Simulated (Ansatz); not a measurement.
Cartesian coordinates in Å:
```
B 0.956 0.093 -2.248
N 0.426 0.042 -1.002
C -0.054 -0.005 0.127
C -1.041 0.500 1.077
C -0.037 -0.605 1.458
H 0.500 -0.615 -3.099
H 1.865 0.845 -2.459
H -2.079 0.216 0.942
H -0.891 1.488 1.501
H 0.772 -0.343 2.132
H -0.416 -1.615 1.573
```

Charge 0, multiplicity 1.

Task: List the PBE/def2-TZVPP orbital energies in eV (Ansatz). (Best estimate.)

Result: Ansatz gave: Occupied: -380.96, -270.90, -269.70, -269.70, -176.40, -23.37, -21.31, -15.56, -15.26, -13.24, -12.49, -9.94, -9.78, -9.53, -9.52, -8.28, -6.93, -5.97. Lowest empty: -1.69, -0.78, 0.40, 1.15, 1.64, 1.68, 2.31, 2.84.
